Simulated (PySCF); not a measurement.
Stepwise substitution at one centre (Ga OH-NH2). All species are isolated molecules in the gas phase. One relaxed conformer stands for each flexible species; it need not be the lowest. Strings in code marks are SMILES.

Method: PBE-D3(BJ)/def2-TZVP // B3LYP-D3(BJ)/def2-TZVP (PySCF). Excitations are Tamm–Dancoff values on a coarser integration grid. The basis has no diffuse functions, so Rydberg states are missing or too high.

```tsv
species	HOMO (eV)	S1–T1 gap (TDA) (eV)	S1 oscillator strength	T1 excitation (TDA) (eV)
0 of 3 OH replaced by NH2 (`[OH][Ga]([OH])[OH]`)	-7.20	0.31	0.000	5.11
1 of 3 OH replaced by NH2	?	0.40	0.013	?
2 of 3 OH replaced by NH2 (`[NH2][Ga]([NH2])[OH]`)	-5.57	0.37	?	4.33
3 of 3 OH replaced by NH2 (`[NH2][Ga]([NH2])[NH2]`)	-5.28	0.35	?	4.38
```

Problem. Fill in the missing entries.

Solution. 
- 1 of 3 OH replaced by NH2, HOMO (eV): -6.11
- 1 of 3 OH replaced by NH2, T1 excitation (TDA) (eV): 4.41
- 2 of 3 OH replaced by NH2 (`[NH2][Ga]([NH2])[OH]`), S1 oscillator strength: 0.009
- 3 of 3 OH replaced by NH2 (`[NH2][Ga]([NH2])[NH2]`), S1 oscillator strength: 0.008
